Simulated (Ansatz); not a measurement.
`[OH][Mo]([F])(=[S])([Cl])[Cl]` + CH₃OH → `C[O][Mo]([OH])([F])(=[S])[Cl]` + HCl at 400 K and 1 bar (ligand exchange at a Mo–Cl bond).

Isolated molecules relaxed with PBE0-D4/def2-TZVP in Ansatz; ΔE leaves out vibrations. CCSD(T)/CBS is the MP2 limit (def2-TZVPP, def2-QZVPP) plus CCSD(T) − MP2 in def2-TZVPP, frozen cores. This one scheme is used for every species. Elements past krypton have def2 core potentials. For Mo outer-core shells are correlated without core-valence functions, which leaves a few kJ/mol of doubt a bond. One conformer a species, not always the lowest.

```csv
species,CCSD(T)/CBS energy (Eh),H − E (kJ/mol),S (J/(mol·K))
`[OH][Mo]([F])(=[S])([Cl])[Cl]`,-1561.20527,91.0,440.5
CH₃OH,-115.61712,151.2,252.6
`C[O][Mo]([OH])([F])(=[S])[Cl]`,-1216.44968,206.7,465.8
HCl,-460.38127,29.6,195.4
```

H − E and S are ideal-gas, rigid-rotor, harmonic terms from PBE0-D4/def2-TZVP, for one conformer and one mirror image of each species. 1 Eh = 2625.50 kJ/mol, R = 8.31446 J/(mol·K).

Problem. By hand: ΔE, ΔH, ΔS and ΔG.

Solution. ΔE = (-1216.44968) + (-460.38127) − (-1561.20527) − (-115.61712) = -0.00856 Eh = -22.5 kJ/mol. Δ(H − E) = 206.7 + 29.6 − 91.0 − 151.2 = -5.9, so ΔH = -28.4 kJ/mol. ΔS = 465.8 + 195.4 − 440.5 − 252.6 = -31.9 J/(mol·K). ΔG = -28.4 − 400 × (-31.9)/1000 = -15.6 kJ/mol.

Problem. By hand: the equilibrium constant, and the temperature at which ΔG would vanish if ΔH and ΔS stayed fixed.

Solution. log₁₀ K = −ΔG/(RT ln 10) = 2.0. ΔG = 0 at ΔH/ΔS = 890 K.

TΔS isn't small against ΔH here. A doubt of 5 kJ/mol in ΔE shifts log₁₀ K by 0.7 here. Other conformers and mirror images would add mixing entropy, several J/(mol·K) or more a flexible species. Modes under 60 cm⁻¹, often nearly free rotors, make the harmonic entropy too high. These are equilibria of isolated gas molecules and say nothing of rates. Largest T1 diagnostic: 0.025 (customary marks: 0.02 for closed shells, 0.045 for open ones).
